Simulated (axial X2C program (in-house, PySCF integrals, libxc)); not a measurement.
Nuclear properties of NZrO⁺

Calculated with an in-house all-electron X2C program for linear molecules (integrals from PySCF): two-component X2C with atomic mean-field Coulomb and Gaunt terms, Gaussian nuclei, basis N dyall-av3z, Zr dyall-v3z, O dyall-av3z with contracted cores.

N–Zr–O held linear, with bonds 2.042 and 1.712 Å (near the PBE0 minimum at charge 1 of the determinant lowest at the starting distance; the state shown can have its own minimum elsewhere, held linear; other orders of the atoms were not compared).

Determinant lowest in the PBE0 search, Ω = 2 (⟨Sz⟩ = 1.00, ⟨Lz⟩ = 1.00 at PBE0), spin on the atoms N 0.95, Zr -0.05, O 0.10:

```csv
level,Eeff magnitude (GV/cm),Ws magnitude Zr (kHz),A∥/gI N (MHz),qzz N (a.u.),A∥/gI Zr (MHz),qzz Zr (a.u.),A∥/gI O (MHz),qzz O (a.u.)
PBE0,1.5,0.361,133,0.31,199,-6.04,41.5,-0.48
HF,1.06,0.252,156,0.33,212,-5.98,44.4,-0.84
PBE,1.68,0.398,126,0.21,188,-6.12,43.4,-0.31
```

Eeff is the effective electric field on the electron electric dipole moment in this Ω state and Ws the scalar–pseudoscalar constant of the nucleus named (defined with the proton number Z and per Ω); A∥ (defined per Ω) follows by multiplying with gI = μI/(I μN); qzz is the electric field gradient, eQq0 = 234.96 MHz × Q/barn × qzz. The operators were transformed with the bare-nucleus X2C matrices; with these basis sets, hyperfine constants and field gradients can be off by tens of per cent, and where levels differ in sign neither size nor sign is settled.

Question: With gI(14N) = 0.4038, Q(14N) = 0.02044 barn, gI(91Zr) = -0.5214, Q(91Zr) = -0.176 barn, gI(17O) = -0.7575 (g factors from the IAEA table of nuclear moments by Stone; Q from Pyykkö, Mol. Phys. 2018), turn the PBE0 values of the first state into constants in MHz.

Answer: A∥(14N) = 133 × 0.4038 = 53.7 MHz; eQq0(14N) = 234.96 × (0.02044) × (0.31) = 1.49 MHz; A∥(91Zr) = 199 × -0.5214 = -104 MHz; eQq0(91Zr) = 234.96 × (-0.176) × (-6.04) = 250 MHz; A∥(17O) = 41.5 × -0.7575 = -31.4 MHz.

The molecule was held linear; bending was not examined, so a bent shape may lie lower.

Each state is one determinant with collinear spin, which with several unpaired electrons need not be a pure state. Unrestricted Hartree–Fock can overshoot spin polarisation at the nuclei. With several open shells hyperfine constants can be off by a factor of several. Open-shell Ω = 0 determinants with evenly filled partner blocks cannot be reached by this program, so the Ω shown need not be the lowest component. The search compared states at one distance, so a state with another bond length can lie lower. Further determinants of the search, some of them spin-mixed, are not shown.
